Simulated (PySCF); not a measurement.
## A single-point calculation

[PbBr3]+ (singlet). PySCF 2.14.0, RKS B3LYP, Pb def2-SVP with ECP60, Br def2-SVP; non-relativistic Hamiltonian with scalar-relativistic core potentials where named; density fitting; no spin-orbit coupling. Purpose: singlet excitations, Tamm-Dancoff B3LYP.

```python
mol = gto.M(atom='''
Pb     0.00000    -0.00000    -0.00000
Br     2.53474    -0.00001    -0.00000
Br    -1.26736     2.19515    -0.00000
Br    -1.26737    -2.19515     0.00000''',
    basis={'Pb': 'def2-SVP', 'Br': 'def2-SVP'},
    ecp={'Pb': 'def2-SVP'},
    charge=1, spin=0)
mf = dft.RKS(mol, xc='B3LYP')
mf.grids.atom_grid = (50, 194)
mf = mf.density_fit()  # fitting sets: Pb def2-universal-JKFIT, Br def2-universal-JKFIT
mf.conv_tol = 1e-08; mf.max_cycle = 55
mf.kernel(dm0)  # dm0: converged density of the relaxed state
td = mf.TDA(); td.nstates = 8; td.kernel()
```

Run from Python with OMP_NUM_THREADS=2; the lines above give its settings. Where DIIS fails, smearing, a level shift and second-order steps follow.
It took 46 s on 2 threads of Arm Neoverse V1 (shared host), from an already converged density.

Q: Where do the frontier levels lie, over both spins?

A: HOMO -13.49 eV, LUMO -10.56 eV. 

Q: What are the Mulliken charges and spins?

A: 
```
atom  charge (e)  spin (e)
 Pb1       0.888     0.000
 Br2       0.037     0.000
 Br3       0.037     0.000
 Br4       0.037     0.000
```

Q: Which singlet excitations follow (Tamm-Dancoff, 8 states)?

A: 
| state | eV | oscillator strength |
| --- | --- | --- |
| 1 | 2.00 | 0.0000 |
| 2 | 2.14 | 0.0000 |
| 3 | 2.14 | 0.0000 |
| 4 | 2.28 | 0.0130 |
| 5 | 2.28 | 0.0130 |
| 6 | 2.73 | 0.0042 |
| 7 | 4.21 | 0.0062 |
| 8 | 4.21 | 0.0063 |
Functionals without range separation put charge-transfer states too low; the basis has no diffuse functions.

The geometry was relaxed with B3LYP (Pb def2-SVP with ECP60, Br def2-SVP).
